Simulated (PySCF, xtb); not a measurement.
H5W, SMILES [WH5+] (connectivity only; charge and spin as stated), charge +1, multiplicity 1.

Harmonic wavenumbers (cm⁻¹) from GFN2-xTB run with xtb 6.7.1 at its own minimum, in rising order: 589, 590, 706, 706, 766, 1141, 1142, 1308, 1334, 1334, 1484, 1566.

Question: What does PySCF with PBE-D3(BJ)/def2-TZVPD give at its own minimum? (Estimate from the structure and the level; the computed values follow.)

Answer: 258, 312, 671, 937, 954, 1003, 1030, 2010, 2017, 2066, 2066, 2085. Paired by order, the mean absolute difference is 378 cm⁻¹ and the zero-point energies are 18.1 and 22.0 kcal/mol.
